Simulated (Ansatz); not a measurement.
```yaml
crystal:
  periodic: [false, false, false]
  atoms:
    - {symbol: O, position_ang: [-0.841009, 1.497572, 1.505979]}
    - {symbol: Sn, position_ang: [-0.891009, 1.197572, 1.205979]}
    - {symbol: C, position_ang: [0.929240, -1.113985, 0.157148]}
    - {symbol: O, position_ang: [1.053789, -0.322884, 0.847806]}
    - {symbol: H, position_ang: [-1.448417, 0.874660, -1.384292]}
    - {symbol: H, position_ang: [0.133470, 2.283523, 0.018967]}
    - {symbol: H, position_ang: [0.031802, -1.217001, -0.741651]}
    - {symbol: H, position_ang: [1.724633, -1.917969, -0.099848]}
basis:
  gaussian: {orbitals: x2c-TZVPPall}
hamiltonian: {xc: {name: r2SCAN0}}
scf: {lower_state_search: full}
```

```sh
$ ansatz run in.yaml --threads 2 --pin off --events-out ev --progress --plain --max-ram 4352MiB
```

Output, abridged:

```
Functional definition: r2SCAN0
1386 factors; their error is unknown
mean field evaluation 1: about -171849.6887 eV, gradient 1.5e2 eV
mean field evaluation 2: about -170990.8001 eV, gradient 4.2e2 eV
mean field evaluation 4: about -171896.0325 eV, gradient 3.7e1 eV
mean field evaluation 8: about -171899.1788 eV, gradient 9.8e-1 eV
mean field evaluation 16: about -171899.6108 eV, gradient 1.3e-2 eV
a density is far from that of the atoms, so the factors are made again for it
1533 factors; integrals over basis functions are off by at most 7.3e-4 eV
mean field -171899.61368089 eV, -6317.1942850295 hartree, gradient 2.7e-5 eV, S^2 0.000000; 0 other end points of the search recorded, 0 dependent functions left out
reference -171899.61368980 eV, -6317.1942853569 hartree; 38, 38 occupied and 171, 171 virtual orbitals, 1533 factors
Total energy: -171899.61368980 eV, -6317.1942853569 hartree
Relativity: scalar
```

(1) What is wrong with this run?

## Answers

(1) One atom was put on top of another. Self-consistency was reached. The result belongs to that input, not to the molecule as meant.
